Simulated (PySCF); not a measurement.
# Excitation energy of Cr⁺ by level of theory

Cr⁺ [Ar] 3d5 (6S) → Cr⁺ [Ar] 3d4 4p1 (high-spin determinant), as a difference of total energies. Calculation: PySCF 2.14, in aug-cc-pVDZ; no relativity, point nucleus. Correlated levels: valence: [Ar] frozen. The calculations carry no spin-orbit coupling.

```tsv
method	excitation energy (eV)
UHF	5.102
MP2 (valence)	5.843
SCS-MP2 (valence)	5.349
CCSD (valence)	5.825
CCSD(T) (valence)	5.832
```

Q: How much does correlation contribute at CCSD(T) (valence)?

A: 5.832 − (5.102) = 0.730 eV, measured against UHF.

The determinant of the upper state mixes LS terms, which raises its energy above the lowest term, most at the Hartree-Fock and MP2 levels.
